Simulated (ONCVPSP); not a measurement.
## Transferability test, ONCV potential for iridium

ONCVPSP 4.0.1 input, shortened (lines: element, Z, core and valence counts, functional; n l f; lmax; l rc ep ncon nbas qcut; lloc lpopt rc5 dvloc0; l nproj debl; icmod fcfact rcfact), PBE, fully relativistic:

```
  Ir 77.00   10    4        4      upf
    1    0    2.00
    2    0    2.00
    2    1    6.00
    3    0    2.00
    3    1    6.00
    3    2   10.00
    4    0    2.00
    4    1    6.00
    4    2   10.00
    4    3   14.00
    5    0    2.00
    5    1    6.00
    5    2    7.00
    6    0    1.00
    2
    0    2.04    0.00    3    7    7.00
    1    2.16    0.00    4    8    7.70
    2    1.66    0.00    4    7    5.40
    4    4    1.38    0.00
    0    2    2.50
    1    2    1.10
    2    2    1.50
    3    5.50    1.65
```

Open shells are filled in proportion to 2j + 1.

In the p channel the program set the typed energies aside and used -2.180, 0.050 Ha (j = l + 1/2; the other j can differ).

Energies are relative to the spin-unpolarised reference configuration 5s2 5p6 5d7 6s1; without spin polarisation the order of configurations can differ from experiment.

(1) Give the all-electron excitation energy and the error of the potential for: 5s2 5p6 5d7 6s2; 5s2 5p6 5d7 6s0; 5s2 5p6 5d6 6s0; 5s2 5p6 5d7 6s0 6p1.

## Answers

(1)

| valence configuration | charge | ΔE all-electron (eV) | error AE − PS (meV) |
| --- | --- | --- | --- |
| 5s2 5p6 5d7 6s2 | 0 | -9.889 | -5.6 |
| 5s2 5p6 5d7 6s0 | +2 | 17.474 | -11 |
| 5s2 5p6 5d6 6s0 | +3 | 48.010 | -25 |
| 5s2 5p6 5d7 6s0 6p1 | +1 | 6.395 | -4.7 |

These tests converged, but a pseudo level misses the all-electron one widely, so the file describes the atom poorly there or has found another state: 5s2 5p6 5d7 6s0 6p1: empty 6s by 6.9 eV.
